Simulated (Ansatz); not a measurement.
Consider the formal exchange of groups at the Si–C bond: `CO[SiH2]CS` + `O[SiH](F)F` → `CO[SiH2][SiH](O)F` + `FCS`.

Program: Ansatz. Geometries: PBE0-D4/def2-TZVP. ΔE: electronic, gas phase. CCSD(T)/CBS is the MP2 limit (def2-TZVPP, def2-QZVPP) plus CCSD(T) − MP2 in def2-TZVPP, frozen cores. DFT in def2-TZVPP. B3LYP here is the variant with VWN-RPA as its local correlation; programs differ in this. Each species was taken in one conformer, which may not be the lowest.

`CO[SiH2]CS`:

Cartesian coordinates in Å:
```
C 1.501 0.695 -1.439
O 0.841 0.279 -0.267
Si -0.793 0.314 -0.092
C -1.152 -0.490 1.551
S -0.452 -2.161 1.637
H 1.158 0.132 -2.314
H 2.571 0.518 -1.312
H 1.347 1.763 -1.628
H -1.452 -0.432 -1.199
H -1.280 1.725 -0.109
H -0.808 0.120 2.389
H -2.234 -0.611 1.655
H 0.753 -1.852 1.129
```

`O[SiH](F)F`:

Cartesian coordinates in Å:
```
O -0.897 0.099 0.898
Si 0.323 0.143 -0.158
F -0.210 0.242 -1.646
F 1.179 -1.189 -0.101
H -1.561 -0.591 0.853
H 1.166 1.297 0.154
```

`CO[SiH2][SiH](O)F`:

Cartesian coordinates in Å:
```
C 2.447 -0.453 -0.865
O 1.356 -0.008 -0.092
Si -0.208 -0.335 -0.491
Si -1.519 0.699 1.151
O -3.068 0.304 0.794
F -1.326 2.288 1.084
H 3.366 -0.104 -0.393
H 2.404 -0.053 -1.884
H 2.477 -1.548 -0.920
H -0.530 0.180 -1.854
H -0.450 -1.809 -0.509
H -1.191 0.329 2.554
H -3.758 0.510 1.426
```

`FCS`:

Cartesian coordinates in Å:
```
F -0.985 0.459 -1.075
C 0.179 0.149 -0.413
S -0.042 -1.104 0.844
H 0.577 1.066 0.021
H 0.889 -0.264 -1.134
H -0.618 -0.306 1.758
```

| level | ΔE (kJ/mol) | difference from CCSD(T)/CBS |
| --- | --- | --- |
| r2SCAN-D4 | 261.8 | -11.7 |
| B3LYP-D4 | 255.5 | -18.0 |
| ωB97X-V | 255.5 | -18.0 |
| ωB97M-V | 268.9 | -4.6 |
| r2SCAN | 261.2 | -12.3 |
| PBE0 | 248.0 | -25.5 |
| B3LYP | 251.3 | -22.2 |
| HF/def2-TZVPP | 271.9 | -1.6 |
| MP2/def2-TZVPP | 287.7 | 14.2 |
| SCS-MP2/def2-TZVPP | 279.2 | 5.7 |
| CCSD/def2-TZVPP | 272.3 | -1.2 |
| CCSD(T)/def2-TZVPP | 270.9 | -2.6 |
| HF/def2-QZVPP | 274.4 | 0.9 |
| MP2/def2-QZVPP | 290.0 | 16.5 |
| SCS-MP2/def2-QZVPP | 281.8 | 8.3 |
| HF/CBS(def2) | 274.8 | 1.3 |
| CCSD(T)/CBS | 273.5 | 0 |

Largest T1 diagnostic among the species: 0.012.

The D4 term adds +4.2 kJ/mol with B3LYP and +2.1 kJ/mol with PBE0; it sums over pairs of atoms, weighted by their polarisabilities, and B3LYP, whose exchange is more repulsive, gets the larger term. From PBE to PBE0 (25 % exact exchange), in def2-TZVPP and without D4, ΔE moves by +14.4 kJ/mol.
